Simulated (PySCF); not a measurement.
HF₅OW, singlet, geometry from GFN2-xTB (such geometries of metal compounds can be far from the true shape) (core potentials on W); PySCF with DF-R2SCAN/def2-SV(P).

Input for PySCF:
```python
from pyscf import gto, scf, dft

mol = gto.M(
    atom='''
W     0.006340   -0.013036    0.003011
F    -0.780811    1.605325   -0.370774
F     1.414361    0.932320    0.770313
F     0.842775    0.093800   -1.656488
F    -0.892907    0.009270    1.632683
F    -1.464493   -0.829250   -0.794119
O     0.783059   -1.609947    0.371842
H     1.196016   -2.458975    0.567938
''',
    basis='def2-sv(p)',
    ecp={'W': 'def2-sv(p)'},
    charge=0,
    spin=0,
    verbose=4,
)

mf = dft.RKS(mol)
mf.xc = 'r2scan'
mf.DIIS = scf.ADIIS
mf = mf.density_fit(auxbasis='def2-universal-jkfit')
mf.kernel()
```

The log (banner, timings and long lists left out):

```
PySCF version 2.14.0

[INPUT] verbose = 4
[INPUT] num. atoms = 8
[INPUT] num. electrons = 68
[INPUT] charge = 0
[INPUT] spin (= nelec alpha-beta = 2S) = 0
[INPUT] symmetry False subgroup None
[INPUT] Mole.unit = angstrom
[INPUT] Symbol           X                Y                Z      unit          X                Y                Z       unit  Magmom
[INPUT]  1 W      0.006340000000  -0.013036000000   0.003011000000 AA    0.011980863630  -0.024634469760   0.005689965361 Bohr   0.0
[INPUT]  2 F     -0.780811000000   1.605325000000  -0.370774000000 AA   -1.475518945048   3.033624590917  -0.700661314109 Bohr   0.0
[INPUT]  3 F      1.414361000000   0.932320000000   0.770313000000 AA    2.672754931266   1.761829460454   1.455680600192 Bohr   0.0
[INPUT]  4 F      0.842775000000   0.093800000000  -1.656488000000 AA    1.592613934630   0.177256310484  -3.130308648629 Bohr   0.0
[INPUT]  5 F     -0.892907000000   0.009270000000   1.632683000000 AA   -1.687349684707   0.017517761175   3.085323718233 Bohr   0.0
[INPUT]  6 F     -1.464493000000  -0.829250000000  -0.794119000000 AA   -2.767490681343  -1.567055388796  -1.500667420313 Bohr   0.0
[INPUT]  7 O      0.783059000000  -1.609947000000   0.371842000000 AA    1.479767049376  -3.042358905065   0.702679541611 Bohr   0.0
[INPUT]  8 H      1.196016000000  -2.458975000000   0.567938000000 AA    2.260142680598  -4.646789297152   1.073247275733 Bohr   0.0

nuclear repulsion = 448.966400784372
number of shells = 49
number of NR pGTOs = 198
number of NR cGTOs = 111
basis = def2-sv(p)
ecp = {'W': 'def2-sv(p)'}

******** <class 'pyscf.df.df_jk.DFRKS'> ********
method = DFRKS
initial guess = minao
damping factor = 0
level_shift factor = 0
DIIS = <class 'pyscf.scf.diis.ADIIS'>
diis_start_cycle = 1
diis_space = 8
diis_damp = 0
SCF conv_tol = 1e-09
SCF conv_tol_grad = None
SCF max_cycles = 50
direct_scf = False
XC library pyscf.dft.libxc version 7.1.2
    S. Lehtola, C. Steigemann, M. J. T. Oliveira, and M. A. L. Marques,  SoftwareX 7, 1–5 (2018)
XC functionals = r2scan
    J. W. Furness, A. D. Kaplan, J. Ning, J. P. Perdew, and J. Sun,  J. Phys. Chem. Lett. 11, 8208–8215 (2020)
    J. W. Furness, A. D. Kaplan, J. Ning, J. P. Perdew, and J. Sun,  J. Phys. Chem. Lett. 11, 9248–9248 (2020)
    J. W. Furness, A. D. Kaplan, J. Ning, J. P. Perdew, and J. Sun,  J. Phys. Chem. Lett. 11, 8208–8215 (2020)
    J. W. Furness, A. D. Kaplan, J. Ning, J. P. Perdew, and J. Sun,  J. Phys. Chem. Lett. 11, 9248–9248 (2020)
radial grids:
    Treutler-Ahlrichs [JCP 102, 346 (1995); DOI:10.1063/1.469408] (M4) radial grids

becke partition: Becke, JCP 88, 2547 (1988); DOI:10.1063/1.454033
pruning grids: <function nwchem_prune>
grids dens level: 3
symmetrized grids: False
atomic radii adjust function: <function treutler_atomic_radii_adjust>
small_rho_cutoff = 0
Set gradient conv threshold to 3.16228e-05
Initial guess from minao.
tot grids = 119512
init E= -629.402836566895
  HOMO = -0.648743379459971  LUMO = -0.335158599331167  gap/eV = 8.53308
cycle= 1 E= -641.052335667627  delta_E= -11.6  |g|= 1.82  |ddm|= 7.36
  HOMO = -0.249487098006076  LUMO = -0.243374965785933  gap/eV = 0.16632
cycle= 2 E= -634.643903790976  delta_E= 6.41  |g|= 5.39  |ddm|= 5.21
  HOMO = -0.279326445175159  LUMO = -0.181582626457146  gap/eV = 2.65974
cycle= 3 E= -640.652472130637  delta_E= -6.01  |g|= 2.42  |ddm|= 3.59
  HOMO = -0.268733963249688  LUMO = -0.18756515830821  gap/eV = 2.20872
cycle= 4 E= -640.601101941  delta_E= 0.0514  |g|= 2.26  |ddm|= 2.35
  HOMO = -0.355764728537531  LUMO = -0.159025374127531  gap/eV = 5.35355
cycle= 5 E= -641.691422316204  delta_E= -1.09  |g|= 0.234  |ddm|= 1.69
  HOMO = -0.368707757303868  LUMO = -0.218161308232647  gap/eV = 4.09658
cycle= 6 E= -641.636263977113  delta_E= 0.0552  |g|= 0.555  |ddm|= 0.621
  HOMO = -0.38628919175014  LUMO = -0.202488436297366  gap/eV = 5.00147
cycle= 7 E= -641.699198271131  delta_E= -0.0629  |g|= 0.138  |ddm|= 0.373
  HOMO = -0.368426609023211  LUMO = -0.184886447371183  gap/eV = 4.99438
cycle= 8 E= -641.700682995363  delta_E= -0.00148  |g|= 0.102  |ddm|= 0.146
  HOMO = -0.375000747373064  LUMO = -0.178532814764334  gap/eV = 5.34616
cycle= 9 E= -641.699522878666  delta_E= 0.00116  |g|= 0.115  |ddm|= 0.135
  HOMO = -0.374420855391648  LUMO = -0.189600755290165  gap/eV = 5.02921
cycle= 10 E= -641.701961331984  delta_E= -0.00244  |g|= 0.0487  |ddm|= 0.103
  HOMO = -0.376297573389612  LUMO = -0.185890341028253  gap/eV = 5.18124
cycle= 11 E= -641.701254859426  delta_E= 0.000706  |g|= 0.0744  |ddm|= 0.0925
  HOMO = -0.372855856995175  LUMO = -0.186233251930739  gap/eV = 5.07826
cycle= 12 E= -641.702335719233  delta_E= -0.00108  |g|= 0.0254  |ddm|= 0.0518
  HOMO = -0.375400545234385  LUMO = -0.18559041890735  gap/eV = 5.16500
cycle= 13 E= -641.702109680807  delta_E= 0.000226  |g|= 0.0412  |ddm|= 0.0393
  HOMO = -0.374209817438003  LUMO = -0.187374613864161  gap/eV = 5.08404
cycle= 14 E= -641.702411804237  delta_E= -0.000302  |g|= 0.0134  |ddm|= 0.027
  HOMO = -0.374753762739155  LUMO = -0.186695190004204  gap/eV = 5.11733
cycle= 15 E= -641.702382936346  delta_E= 2.89e-05  |g|= 0.0171  |ddm|= 0.0214
  HOMO = -0.373855963315484  LUMO = -0.187165589758092  gap/eV = 5.08010
cycle= 16 E= -641.702434453257  delta_E= -5.15e-05  |g|= 0.00792  |ddm|= 0.0142
  HOMO = -0.374192098920244  LUMO = -0.186532596949285  gap/eV = 5.10648
cycle= 17 E= -641.70243499562  delta_E= -5.42e-07  |g|= 0.00721  |ddm|= 0.00998
  HOMO = -0.373980983600348  LUMO = -0.187109257478328  gap/eV = 5.08504
cycle= 18 E= -641.702442032985  delta_E= -7.04e-06  |g|= 0.0045  |ddm|= 0.00741
  HOMO = -0.374203951119923  LUMO = -0.187010797463724  gap/eV = 5.09379
cycle= 19 E= -641.702444167085  delta_E= -2.13e-06  |g|= 0.00323  |ddm|= 0.00582
  HOMO = -0.374007171472857  LUMO = -0.18688611539681  gap/eV = 5.09182
cycle= 20 E= -641.702446105508  delta_E= -1.94e-06  |g|= 0.00106  |ddm|= 0.00306
  HOMO = -0.374099793239122  LUMO = -0.187116031041285  gap/eV = 5.08809
cycle= 21 E= -641.702445646758  delta_E= 4.59e-07  |g|= 0.00181  |ddm|= 0.00217
  HOMO = -0.374127953961744  LUMO = -0.186992601778726  gap/eV = 5.09221
cycle= 22 E= -641.702446122351  delta_E= -4.76e-07  |g|= 0.00103  |ddm|= 0.00141
  HOMO = -0.374056565047179  LUMO = -0.187023995492399  gap/eV = 5.08942
cycle= 23 E= -641.702446250354  delta_E= -1.28e-07  |g|= 0.000652  |ddm|= 0.00114
  HOMO = -0.374073008014855  LUMO = -0.186959351944064  gap/eV = 5.09162
cycle= 24 E= -641.70244632543  delta_E= -7.51e-08  |g|= 0.00032  |ddm|= 0.000735
  HOMO = -0.374068979533197  LUMO = -0.186991031637276  gap/eV = 5.09065
cycle= 25 E= -641.702446330898  delta_E= -5.47e-09  |g|= 0.00029  |ddm|= 0.000407
  HOMO = -0.374057347732858  LUMO = -0.186982637766232  gap/eV = 5.09056
cycle= 26 E= -641.702446327443  delta_E= 3.45e-09  |g|= 0.000307  |ddm|= 0.000371
  HOMO = -0.374068915659389  LUMO = -0.186978291584179  gap/eV = 5.09100
cycle= 27 E= -641.702446347211  delta_E= -1.98e-08  |g|= 4.31e-05  |ddm|= 0.000225
  HOMO = -0.374067418065164  LUMO = -0.186982594324919  gap/eV = 5.09084
cycle= 28 E= -641.70244634609  delta_E= 1.12e-09  |g|= 8.65e-05  |ddm|= 8.66e-05
  HOMO = -0.374068494103519  LUMO = -0.186976359447037  gap/eV = 5.09104
cycle= 29 E= -641.702446346893  delta_E= -8.03e-10  |g|= 5.75e-05  |ddm|= 9.86e-05
  HOMO = -0.374067930774961  LUMO = -0.186980860878051  gap/eV = 5.09090
cycle= 30 E= -641.702446347355  delta_E= -4.62e-10  |g|= 3.26e-05  |ddm|= 6.27e-05
  HOMO = -0.374068719561108  LUMO = -0.186978170843504  gap/eV = 5.09099
cycle= 31 E= -641.702446347468  delta_E= -1.13e-10  |g|= 2.11e-05  |ddm|= 3.65e-05
  HOMO = -0.37406651459162  LUMO = -0.186982647373205  gap/eV = 5.09081
Extra cycle  E= -641.702446346684  delta_E= 7.84e-10  |g|= 6.4e-05  |ddm|= 6.14e-05
converged SCF energy = -641.702446346684
```
